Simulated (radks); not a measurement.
Question: These are the eigenvalues of the occupied orbitals of an atom or ion with whole-number occupations (eV). Method: Dirac Kohn-Sham, LDA (Slater exchange, VWN5 correlation), spin-unpolarised, spherical densities, point nucleus; computed with a radial shooting solver on a logarithmic mesh with Libxc functionals.

1s1/2: -78267.19
2s1/2: -13752.70
2p1/2: -13184.48
2p3/2: -11457.05
3s1/2: -3241.338
3p1/2: -2985.993
3p3/2: -2606.352
3d3/2: -2180.175
3d5/2: -2098.294
4s1/2: -707.7347
4p1/2: -599.4776
4p3/2: -508.8085
4d3/2: -331.2720
4d5/2: -314.4091
5s1/2: -116.3171
4f5/2: -87.3035
4f7/2: -83.8388
5p1/2: -81.4341
5p3/2: -66.0386
5d3/2: -19.7166
5d5/2: -18.1707
6p1/2: -9.1786

Which element is it, and in what charge state? The configuration may be excited. Open shells, if any, fill j = l - 1/2 first.

Answer: Z = 78, platinum, charge +1: Pt+ in [Kr] 4d10 4f14 5s2 5p5 5d9 6p1. The list shows which subshells hold electrons but not how many an open one holds; the 1s level, -2876.3 hartree, gives Z - s = 75.8 by -(Z - s)^2/2, which with screening and relativity narrows Z to a few neighbours, and the depths of the outer levels then fix element, charge and occupations together.
